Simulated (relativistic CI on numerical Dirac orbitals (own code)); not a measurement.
**Radial parameters of Ni20+**

Calculated at this level of theory: Dirac-Coulomb-Breit CI, orbitals from a KLI potential per configuration, model QED, unscaled Slater integrals (own radial code, finite nucleus).

Slater integrals F^k, G^k are unscaled and averaged over j, outside the closed core 1s2; ζ comes from projecting the Hamiltonian with its Breit term on Σ l·s of the shell.

- 2s²2p⁴: F^2(2p,2p) = 467850, ζ(2p) = 99422 cm⁻¹; <r>(2p) = 0.2033, <r^2>(2p) = 0.05017 (bohr units).
- 2s2p⁵: G^1(2s,2p) = 509990, ζ(2p) = 98540 cm⁻¹; <r>(2s) = 0.2346, <r^2>(2s) = 0.06457, <r>(2p) = 0.2039, <r^2>(2p) = 0.05051 (bohr units).
- 2p⁵3s: ζ(2p) = 100990, G^1(2p,3s) = 47153 cm⁻¹; <r>(2p) = 0.2021, <r^2>(2p) = 0.04958, <r>(3s) = 0.5663, <r^2>(3s) = 0.364 (bohr units).

Averages of the first 10 configurations, taken without configuration mixing, which lowers the lowest level and can move excited configurations by several eV; other configurations of the list can lie among them:

```csv
Configuration,Parity,States,Average energy above the lowest level (eV)
2s²2p⁴,even,15,17.1
2s2p⁵,odd,12,147.6
2p⁶,even,1,298.2
2p⁵3s,odd,12,1273.4
2p⁵3p,even,36,1307.1
2p⁵3d,odd,60,1347.9
2s²2p³3s,odd,40,1017.9
2s²2p³3p,even,120,1054.6
2s²2p³3d,odd,200,1095.9
2s2p⁴3s,even,60,1135.5
```
